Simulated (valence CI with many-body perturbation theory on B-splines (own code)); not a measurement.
**Which ion has this spectrum?**

A relativistic CI+MBPT calculation for an atom or ion with 21 electrons gives these levels (cm⁻¹):

```tsv
J	Parity	E	g
3/2	even	0	0.65
5/2	even	184732	1.05
3/2	even	229863	1.22
7/2	even	243113	1.07
9/2	even	251476	1.06
1/2	even	260554	1.88
5/2	even	383659	1.36
7/2	even	430019	1.08
9/2	even	453445	1.13
3/2	even	486095	1.14
1/2	even	503407	1.45
11/2	even	516739	1.08
5/2	even	529245	1.19
5/2	even	562032	1.11
```

The energies are calculated, and their last digits are not significant.

(1) Which is it?
A. Sm41+
B. Pm40+
C. Pr38+
D. Nd39+

Results:

(1) B. Pm40+, ground level (3d3/2^3) J=3/2.
